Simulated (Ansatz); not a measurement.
Total energies of W₆S₁₅, a cluster from Ansatz at PBE0-D4/def2-TZVP, gas phase (1 Eh = 27.2114 eV = 2625.5 kJ/mol). The reference geometry is relaxed at PBE-D4/def2-SVP.

```xyz
21

W     1.575   -1.973   -2.355
W     0.555    0.745   -1.430
W    -0.412    3.379   -0.575
W     0.229   -1.674    0.234
W    -0.785    0.929    1.196
W    -1.163   -1.406    2.931
S    -0.680   -1.414   -2.032
S     2.392   -0.780   -0.509
S     2.378   -1.200   -4.297
S     1.826   -4.076   -1.986
S    -1.749    1.525   -1.098
S     1.323    2.158    0.425
S     1.468    1.042   -3.395
S    -1.412    4.778    0.859
S     0.316    4.244   -2.404
S    -2.179   -1.062    0.845
S     0.893   -0.428    2.368
S     0.195   -3.666    1.134
S    -1.663    2.625    2.261
S    -2.142   -0.167    4.390
S    -0.966   -3.578    3.439
```

| state | geometry | energy (Eh) |
| --- | --- | --- |
| charge 0 singlet | reference | -6374.70663 |
| charge 1 doublet | reference | -6374.42885 |
| charge -1 doublet | reference | -6374.84164 |
| charge 0 triplet | relaxed at PBE-D4/def2-SVP | -6374.71153 |

In the def2 sets W takes a core potential; there is no spin–orbit coupling. Single mean-field runs in def2-TZVP are fitted with def2-universal-jkfit.

(1) Work out the vertical ionisation energy to the doublet.

(2) Work out the vertical electron affinity, to the doublet.

(3) Give the fundamental gap IE − EA, the Mulliken electronegativity (IE + EA)/2 and the hardness (IE − EA)/2.

(4) Which of the charge 0 states is lowest, and how far above it are the others?

(1) E(charge 1 doublet) − E(charge 0 singlet) = -6374.42885 − (-6374.70663) = 0.27778 Eh = 7.56 eV. For comparison, −ε of the highest occupied level is 6.57 eV at this level, 0.99 eV less.

(2) E(charge 0 singlet) − E(charge -1 doublet) = -6374.70663 − (-6374.84164) = 0.13501 Eh = 3.67 eV. The basis lacks diffuse functions, which makes affinities too small.

(3) From the values in Eh: IE − EA = 0.27778 − 0.13501 = 0.14277 Eh = 3.88 eV; (IE + EA)/2 = 5.62 eV; (IE − EA)/2 = 1.94 eV. The HOMO–LUMO gap of the same run is 1.90 eV, 1.98 eV smaller than the fundamental gap.

(4) The triplet. singlet: -6374.70663 − (-6374.71153) = 0.00490 Eh = 12.9 kJ/mol. The triplet differs in its bonds from the reference.

The restricted singlet is unstable towards broken spin symmetry in Hartree–Fock (as tested in another run); at PBE0-D4/def2-TZVP this wasn't settled. At PBE0-D4/def2-TZVP the charge 1 doublet is spin-contaminated (final ⟨S²⟩ up to 0.86, 0.75 for a pure state).
